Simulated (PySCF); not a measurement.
Ge(H)3(OAc) (C2H6GeO2), SMILES C([O][GeH3])(C)=O.

Coordinates come from a B3LYP-D3(BJ)/def2-SVP optimisation.

Calculation: M06-2X/def2-TZVP run with PySCF.

The molecule is in vacuum.

```yaml
total_energy: -2307.30780 hartree
point_group: Cs
highest_occupied_level: -9.71 eV
lowest_empty_level: 0.92 eV
orbital_gap: 10.63 eV
dipole_moment: 0.339 e·Å
quadrupole, principal values (traceless, Buckingham form, about the centre of nuclear charge): -10.52, 0.09, 10.42 D·Å
mean_static_polarisability: 58.7 bohr³ (8.71 Å³)
polarisability_principal_values: 49.4, 57.8, 69.1 bohr³
```
